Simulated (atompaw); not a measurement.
**boron: one change to a PAW (atompaw) potential, before and after**

B, PAW, made with atompaw 4.2.0.5 (PBEsol, scalar-relativistic). Core [He], reference 2s2 2p1. Waves: 2s (bound): rc 2.85 bohr; 2s channel at 2.7 Ry: rc 2.85 bohr; 2p (bound): rc 2.85 bohr; 2p channel at 3.05 Ry: rc 2.85 bohr. Local part: bessel scheme, radius 2.25 bohr. Core correction: smooth core density matched at 2.25 bohr. Augmentation charge: besselshape compensation charge, radius 2.60 bohr; PAW radius 2.85 bohr; waves and projectors: custom rrkj vanderbiltortho.

Change: wave 2p channel at 3.05 Ry: rc 2.85 bohr becomes 2p channel at 3.05 Ry: rc 1.82 bohr.

Cutoffs: the cutoffs (Ry, on a coarse ladder) from which the occupation-weighted sum of valence levels, in a spherical-Bessel basis at the reference potential, stays within 10 and 1 mRy of its value at 400 Ry; they do not see the model core or the augmentation charge, which bear on the density cutoff.

Question: What does the change do?

Answer: Both files are very soft, the changed one slightly softer (loose and tight cutoff 6 and 10 Ry → 6 and 8 Ry on this coarse ladder); the range in which the p phases agree widens (upper end 0.5 → 1.7); neither file shows a bound ghost.

| quantity | base | changed |
| --- | --- | --- |
| cutoff, loose | 6 Ry | 6 Ry |
| cutoff, tight | 10 Ry | 8 Ry |
| bound ghosts | none | none |
| s: phases at 2.85 bohr within 0.05 rad from the reference energy up to (Ry; the scan ends near 5) | to the end of the scan | to the end of the scan |
| p: phases at 2.85 bohr within 0.05 rad from the reference energy up to (Ry; the scan ends near 5) | 0.5 | 1.7 |
| lowest overlap eigenvalue by channel | s 0.86, p 0.86 | s 0.86, p 0.58 |

 The cutoffs see the waves, projectors and local potential, not the compensation charge or the core.
